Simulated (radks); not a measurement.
Results of a calculation; reference values are marked as such.
Question: The mean radii <r> (bohr) of the occupied orbitals of an atom or ion are listed with their occupations. Code: a radial shooting solver on a logarithmic mesh with Libxc functionals. Model: Dirac Kohn-Sham, relativistic LDA (MacDonald-Vosko exchange, VWN5 correlation), spin-unpolarised, spherical densities, finite nucleus; Fermi nuclear charge, rms radius of each element as measured or else 0.836 A^(1/3) + 0.57 fm.

orbital  occ.      <r>
1s1/2       2  0.01587
2s1/2       2  0.06578
2p1/2       2  0.05386
2p3/2       4  0.06273
3s1/2       2   0.1652
3p1/2       2   0.1552
3p3/2       4   0.1695
3d3/2       4   0.1457
3d5/2       2   0.1500

Name the element and its charge. Open shells, if any, fill j = l - 1/2 first.

Answer: Z = 83, bismuth, charge +59: Bi59+ in [Ar] 3d6. The 1s radius gives Z: for a bare nucleus <r> = (2 gamma + 1)/(2Z) with gamma = sqrt(1 - (Z/c)^2), 0.01561 bohr for Z = 83, and screening makes it slightly larger (0.01587 here). The occupations add up to 24, and the charge is Z minus that.
